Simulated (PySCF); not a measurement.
**Excitation energy of C by level of theory**

C [He] 2s2 2p2 (3P) → C [He] 2s2 2p1 3d1 (high-spin determinant), as a difference of total energies. Calculation: PySCF 2.14, in aug-cc-pVTZ with one added diffuse shell each of s, p, d, f type (6s5p4d3f, 62 functions); no relativity, point nucleus. Correlated levels: valence: 1s2 frozen. The calculations carry no spin-orbit coupling.

```tsv
method	excitation energy (eV)
UHF	9.597
LDA	10.001
PBE	9.707
PBE0	9.806
r2SCAN	10.067
BLYP	9.607
wB97M-V	10.132
B3LYP	9.761
TPSSh	9.767
MP2 (valence)	9.990
SCS-MP2 (valence)	9.873
```

Q: How much does correlation contribute at MP2 (valence)?

A: 9.990 − (9.597) = 0.393 eV, measured against UHF.

The promoted electron is Rydberg-like, and one or two diffuse shells describe it only roughly, which tends to raise the upper state.

The determinant of the upper state mixes LS terms, which raises its energy above the lowest term, most at the Hartree-Fock and MP2 levels.
